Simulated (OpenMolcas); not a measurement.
# Lines of W I: computed and rescaled rates

```
Program             : OpenMolcas 26.06
Method              : MS-CASPT2, IPEA 0.25 Eh, imaginary shift 0.1 Eh (closed shells correlated: 5s 5p)
Basis               : ANO-R3 [9s7p6d4f3g2h]
Scalar Hamiltonian  : X2C, finite nucleus
Active space        : 6 electrons in 6 orbitals (5d 6s)
State averaging     : 2S+1 = 5 even, 30 roots; 2S+1 = 7 even, 1 root kept (CI in the orbitals of an earlier block); 2S+1 = 3 even, 55 roots kept (CI in the orbitals of an earlier block); 2S+1 = 1 even, 30 roots kept (CI in the orbitals of an earlier block)
Spin-orbit coupling : RASSI with atomic mean-field integrals over the reference wave functions, term energies averaged over their components
```

Rates come from the transition moments of the reference wave functions (E1 and E2 in the length form). At fixed line strength A goes as λ^-3 for E1 and M1 and as λ^-5 for E2, so a rate at the computed wavelength can be rescaled to the measured one. Measured vacuum wavelengths follow from level energies in NIST Handbook of Basic Atomic Spectroscopic Data. Branching counts decays inside the model space alone, at computed energies, and the table is only a selection of the M1 lines, drawn from those between levels with measured partners whose computed energy lies within a factor of 1.5 of the measured one.

```csv
Upper,Lower,Type,λ computed (nm),λ measured (nm),A computed (s-1),A rescaled (s-1),Branching %
5d4 6s2 5D1,5d4 6s2 5D0,M1,8482,5987,7.93e-02,2.25e-01,100.0
5d4 6s2 5D4,5d4 6s2 5D3,M1,7070,7198,7.30e-02,6.92e-02,98.3
5d4 6s2 5D3,5d4 6s2 5D2,M1,6778,6647,1.43e-01,1.52e-01,99.7
5d4 6s2 5D2,5d4 6s2 5D1,M1,6655,6041,1.81e-01,2.42e-01,100.0
5d4 6s2 3P0 [65 %],5d4 6s2 5D1,M1,1029,1318,8.53e+00,,100.0
5d4 6s2 3P1,5d4 6s2 5D2,M1,844.6,1002,5.87e+00,,87.6
```

Spin-changing lines and M1 lines between different terms are not rescaled, since their strength hangs on the term gaps too.

The largest correction is for 5d4 6s2 5D1 → 5d4 6s2 5D0 (M1): 7.93e-02 × (8482 / 5987)^3 = 2.25e-01 s-1, a factor of 2.84.

No measured rate stands beside these. Rescaling mends the energy factor alone: line strengths can still be far off where a level mixes with configurations outside the active space, and weak or spin-changing lines hang on small mixing coefficients that depend on the term gaps too, so rescaling need not improve them.

Term energies are means over components that CASPT2 splits; among the terms shown or strongly mixed into the levels shown the widest spread is 190 cm-1 (5d4 6s2 5D). Terms from blocks run as CI alone lack orbitals of their own. Configurations are named by rounded mean occupations; where the s occupation lies near a half they are strongly mixed, a name can repeat and a true partner stay unpaired. The lowest spin-free term belongs to 5d5 6s, not to the configuration of the lowest level. Some terms miss by over 15 % even with CASPT2, which points to a basis or an active space too small for the shells correlated. Measured partners are found by configuration, term and J. A level has none where our copy of the source lacks it or the pairing is in doubt (some pairs that miss far off the trend of their configuration count as doubtful). Only configurations of the active space appear.

A share in square brackets marks a mixed level and gives the weight of the term that names it.
